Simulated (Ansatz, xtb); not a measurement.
## Ranking isomers of F3GaH5NSi

4 gas-phase structures of F3GaH5NSi, from a drawn sample of its isomers (lower ones may exist). Each was relaxed with GFN2-xTB; where two conformers were screened, the lower at r2SCAN-D4/def2-SVP is listed:

A. `[F][Ga-]([F])([F])[NH2+][SiH3]`, a singlet
B. a singlet given by its coordinates
C. `F[SiH2][NH2+][GaH-]([F])[F]`, a singlet
D. a singlet given by its coordinates

B (Å):

```xyz
11

F     1.4192    0.0691    1.0583
F    -0.8808   -3.1811   -0.7308
F    -0.1241   -2.1510   -2.8699
Ga   -0.2649   -0.2944    1.4043
N    -0.6076   -0.5572   -0.7680
Si    0.1093   -2.0748   -1.2903
H    -0.4549   -1.6737    2.0462
H    -1.1206    0.9500    1.7086
H    -0.1219    0.2557   -1.1420
H    -1.5900   -0.4703   -1.0229
H     1.4840   -2.2674   -0.9343
```

Close contacts (Å): F1–Ga4 1.76, F2–Si6 1.59, F3–Si6 1.60, Ga4–N5 2.21, N5–Si6 1.76, Ga4–H7 1.53, Ga4–H8 1.54, N5–H9 1.02, N5–H10 1.02, Si6–H11 1.43.

D (Å):

```xyz
11

F    -1.7903    0.6304   -0.8516
F     1.2234   -3.0204   -1.7663
F    -0.4663   -3.0738    0.0065
Ga   -0.2054   -0.1612   -0.9935
N    -0.1127   -0.2326    1.2304
Si   -0.2662   -2.4749   -1.4963
H    -0.5722    0.6289    1.5271
H     0.7943   -0.2870    1.6889
H    -0.6806   -1.0137    1.5595
H     0.8910    0.9308   -1.2542
H    -1.1247   -3.3258   -2.3072
```

Close contacts (Å): F1–Ga4 1.78, F2–Si6 1.61, F3–Si6 1.63, Ga4–N5 2.23, Ga4–Si6 2.37, Ga4–H10 1.57, N5–H7 1.02, N5–H8 1.02, N5–H9 1.02, Si6–H11 1.46.

Problem. Which do you expect lowest at r2SCAN-D4/def2-SVP, and how would the others follow?

Solution. Calculated order at r2SCAN-D4/def2-SVP: B (0.0), C (23.0), D (28.2), A (60.6) kJ/mol.

Energies above the lowest of each column, in kJ/mol; the last columns are at PBE0-D4/def2-SVP geometries:

| structure | GFN2-xTB | HF/STO-3G | r2SCAN-D4/def2-SVP | PBE0-D4/def2-SVP | CCSD(T)/def2-SVP + ΔMP2/def2-TZVPP |
| --- | --- | --- | --- | --- | --- |
| B | 51.5 | 0.0 | 0.0 | 0.0 | 0.0 |
| C | 0.0 | 29.9 | 23.0 | 3.2 | 28.7 |
| D | 88.9 | 74.0 | 28.2 | 10.6 | 37.1 |
| A | 55.2 | 62.3 | 60.6 | 54.3 | 84.2 |

CCSD(T)/def2-SVP + ΔMP2/def2-TZVPP puts B lowest; GFN2-xTB picks C. Flexible structures stand in one conformer each, not always the lowest. A keeps a small imaginary mode. The ΔMP2 step shifts differences by up to 49.9 kJ/mol, which makes them less sure. ΔMP2 is the change of the MP2 energy from the smaller to the larger basis.

Over these structures GFN2-xTB departs from r2SCAN-D4/def2-SVP by 35.2 kJ/mol on average once a common shift is removed. A GFN2-xTB relaxation took about 0.32 s and the r2SCAN-D4/def2-SVP energy about 5.4 s on a shared host (Ansatz 0.2.0, xtb 6.7.1).
